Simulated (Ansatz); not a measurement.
(Cl2Ga-mu-SH)3 (Ga₃H₃S₃Cl₆), relaxed as a singlet with RKS PBE-D4/def2-SVP in Ansatz, starting from the GFN2-xTB geometry. Force threshold 0.03 eV/Å.

Start:

```xyz
15

Ga   -1.4424    0.5314    1.5981
Cl   -3.3833    1.0237    2.1870
Cl    0.1207    0.3937    2.9694
S    -1.6670   -1.4879    0.2525
Ga    0.5594   -2.2205   -0.4749
Cl    0.1568   -3.9381   -1.5982
Cl    1.8891   -2.1960    1.1255
S     1.1757   -0.5501   -2.1271
Ga    1.3623    1.6034   -1.0188
Cl    1.6111    2.9691   -2.5826
Cl    2.6636    1.4866    0.6037
S    -0.9253    2.0359   -0.2467
H    -1.5833   -2.2770    1.3268
H    -0.0632   -0.3555   -2.5964
H    -0.4741    2.9815    0.5817
```

Question: Estimate the energy that the relaxation releases and the steps that it takes.

Answer: 8.7 kcal/mol, in 5 steps; 11 s on 2 threads of AMD EPYC 7R13 on a shared host and a share (18 GiB) of an NVIDIA H100 80GB HBM3. No frequencies were taken in this run, so the end may be a saddle point.

Question: Does the start keep its bonding and symmetry?

Answer: By distances, no bond broke or formed. The bond that changes most is Ga1–Cl2, from 2.09 to 2.17 Å (atoms count from 1). Point group Cs at the start, Cs at the end, both within 0.05 Å.

Question: Predict the relaxed structure.

Answer: 
```
atom    x (Å)    y (Å)    z (Å)
 Ga1  -1.3898   0.5168   1.5777
 Cl2  -3.3849   1.0320   2.2493
 Cl3   0.1841   0.3930   3.0399
  S4  -1.6488  -1.4492   0.2480
 Ga5   0.5112  -2.1900  -0.4639
 Cl6   0.0733  -3.9635  -1.6311
 Cl7   1.9356  -2.2797   1.1462
  S8   1.2475  -0.5504  -2.0238
 Ga9   1.3083   1.5985  -1.0028
Cl10   1.5424   3.0180  -2.6244
Cl11   2.7405   1.5445   0.6021
 S12  -0.9241   1.9930  -0.2402
 H13  -1.7059  -2.3126   1.3033
 H14   0.0845  -0.4053  -2.7225
 H15  -0.5739   3.0549   0.5422
```
Bond lengths (bridged metal pairs left out): 6 × Cl–Ga 2.15 to 2.17 Å; 6 × Ga–S 2.38 to 2.39 Å; 3 × H–S 1.36 Å.
